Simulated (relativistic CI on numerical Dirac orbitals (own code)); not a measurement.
# One change at a time: Hf XXV

Base calculation: Dirac-Coulomb-Breit CI, separate exchange-only KLI orbitals for each configuration, model QED, unscaled Slater integrals.

Configurations in the expansion (outside the closed core [Ar] 3d10): 4s2 4p6 4d10 4f2, 4s2 4p6 4d10 4f 5s, 4s2 4p6 4d9 4f3, 4s2 4p6 4d10 5s2, 4s2 4p6 4d10 4f 5p, 4s2 4p6 4d10 5s 5p, 4s2 4p6 4d10 4f 5d, 4s2 4p5 4d10 4f3, 4s2 4p6 4d10 5p 5d, 4s2 4p6 4d9 4f2 5s, 4s2 4p6 4d10 4f 5f, 4s 4p6 4d10 4f3, 4s2 4p6 4d10 4f 6s, 4s2 4p6 4d9 4f2 5p, 4s2 4p6 4d10 4f 5g, 4s2 4p6 4d10 4f 6p, 4s2 4p6 4d10 4f 6d, 4s2 4p6 4d10 4f 7s, 4s2 4p6 4d10 4f 6g, 4s 4p6 4d10 4f 5s2, 4s 4p6 4d10 4f 5p2, 4s2 4p6 4d10 5p2, 4s2 4p6 4d9 5s 5p2, 4s2 4p6 4d10 5s 5d, 4s2 4p6 4d9 5s2 5d, 4s2 4p6 4d10 5d2, 4s2 4p6 4d9 5s 5d2. Double excitations out of closed p, d and f shells are left out; levels of such configurations are missing from the list, as are those of other unlisted configurations, and high levels can miss mixing partners.

Variants: (1) Breit term removed; (2) one mean potential for all configurations. Shifts of the energy above 4s2 4p6 4d10 4f2 3H_4, in cm⁻¹, for the lowest level and the first level of each name with at least 55 % of one term (blank where a level changes its place among those of its configuration and J or its character, or is not in the variant):

| Level | Base | Δ(1) | Δ(2) |
| --- | --- | --- | --- |
| 4s2 4p6 4d10 4f2 3H_4 | 0 | 0 | 0 |
| 4s2 4p6 4d10 4f2 3F_2 | 17829 | -212 | -14 |
| 4s2 4p6 4d10 4f2 3H_5 | 20299 | +1255 | -85 |
| 4s2 4p6 4d10 4f2 3F_3 | 32961 | +856 | -86 |
| 4s2 4p6 4d10 4f2 3H_6 | 38157 | +2388 | -148 |
| 4s2 4p6 4d10 4f2 1D_2 | 65121 | +708 | -84 |
| 4s2 4p6 4d10 4f2 3P_0 | 70787 | -279 | -32 |
| 4s2 4p6 4d10 4f2 3P_1 | 79576 | +351 | -85 |
| 4s2 4p6 4d10 4f2 1I_6 | 80186 | +1984 | -114 |
| 4s2 4p6 4d10 4f2 3P_2 | 94283 | +1755 | -164 |
| 4s2 4p6 4d10 4f2 1S_0 | 169243 | +749 | -134 |
| 4s2 4p6 4d10 4f 5s 3F°_2 | 804823 | -3273 | +463 |
| 4s2 4p6 4d10 4f 5s 3F°_3 | 807882 | -3172 | +503 |
| 4s2 4p6 4d10 4f 5s 3F°_4 | 828435 | -1922 | +656 |

At this charge energies of transitions that change n are usually good to better than 1 %, and those within a shell (Δn = 0) to a few per cent. Terms inside the open d or f shell come out 10 to 20 % too wide with unscaled integrals.

Ionisation energy from the two ground configurations alone: base 720.333 eV. The NIST ASD value (theoretical) is 730 eV.

LS names give the leading component of a level, which can be under half, so a name can repeat, a term be missing and a line seem to break the LS rules.
